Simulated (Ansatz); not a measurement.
`N[SiH2][SiH](N)F` + `N[Si@H](F)S[Si@@H](N)O` → `N[Si@@H](F)S[Si@@H](N)F` + `N[SiH2][SiH](N)O`  (redistribution)

Calculated with Ansatz (gas phase, PBE0-D4/def2-TZVP geometries, no zero-point term in ΔE). CCSD(T)/CBS is the MP2 limit (def2-TZVPP, def2-QZVPP) plus CCSD(T) − MP2 in def2-TZVPP, frozen cores. Functionals use def2-TZVPP. B3LYP here is the variant with VWN-RPA as its local correlation; programs differ in this. One conformer a species, not always the lowest.

Problem. Is it downhill or uphill in electronic energy at CCSD(T)/CBS, and by how much? (Estimate.)

Solution. Computed: Uphill: ΔE = +8.8 kJ/mol.

Problem. What do these levels give: PBE-D4, PBE0-D4, B3LYP-D4, B3LYP, HF/def2-TZVPP, MP2/def2-TZVPP, SCS-MP2/def2-TZVPP, CCSD/def2-TZVPP, CCSD(T)/def2-TZVPP, MP2/def2-QZVPP, SCS-MP2/def2-QZVPP, CCSD/CBS(def2)? (Estimate.)

Solution. Ansatz gave: PBE-D4 16.3, PBE0-D4 13.3, B3LYP-D4 12.1, B3LYP 7.8, HF/def2-TZVPP -2.6, MP2/def2-TZVPP 10.7, SCS-MP2/def2-TZVPP 8.0, CCSD/def2-TZVPP 7.6, CCSD(T)/def2-TZVPP 10.5, MP2/def2-QZVPP 9.5, SCS-MP2/def2-QZVPP 6.9, CCSD/CBS(def2) 5.8 kJ/mol.

Largest T1 diagnostic among the species: 0.012.

In def2-TZVPP, CCSD(T) changes the Hartree–Fock value by +13.1 kJ/mol (the triples alone add +2.9 kJ/mol) and MP2 by +13.3 kJ/mol. The D4 term adds +4.3 kJ/mol with B3LYP and +2.5 kJ/mol with PBE0; it sums over pairs of atoms, weighted by their polarisabilities, and B3LYP, whose exchange is more repulsive, gets the larger term.
